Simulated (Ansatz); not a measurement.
WS2, relaxed as a singlet with RKS PBE-D4/def2-TZVP in Ansatz, starting from the GFN2-xTB geometry. Force threshold 0.02 eV/Å.

In the def2 sets W takes a core potential; there is no spin–orbit coupling. The restricted singlet is unstable: a solution with broken spin symmetry lies lower. At PBE-D4/def2-TZVP a triplet of charge 0 lies 0.29 eV below the restricted singlet, each at its own geometry. The structure comes from a short search, and lower isomers may exist.

Start:

```xyz
3

W     0.4125    0.0530    0.8413
S    -0.2330   -1.7007   -0.3027
S    -0.1796    1.6478   -0.5386
```

Q: Estimate the energy that the relaxation releases and the steps that it takes.

A: 6.4 kcal/mol, in 5 steps; 11 s on 2 threads of Arm Neoverse N1 on a shared host. No frequencies were taken in this run, so the end may be a saddle point.

Q: Does the start keep its bonding and symmetry?

A: By distances, no bond broke or formed. The bond that changes most is W1–S2, from 2.19 to 2.10 Å (atoms count from 1). Point group C2v at the start, C2v at the end, both within 0.05 Å.

Q: Predict the relaxed structure.

A: 
Cartesian coordinates in Å:
```
W 0.366 0.047 0.747
S -0.210 -1.712 -0.254
S -0.156 1.665 -0.492
```
Bond lengths: 2 × S–W 2.10 Å.
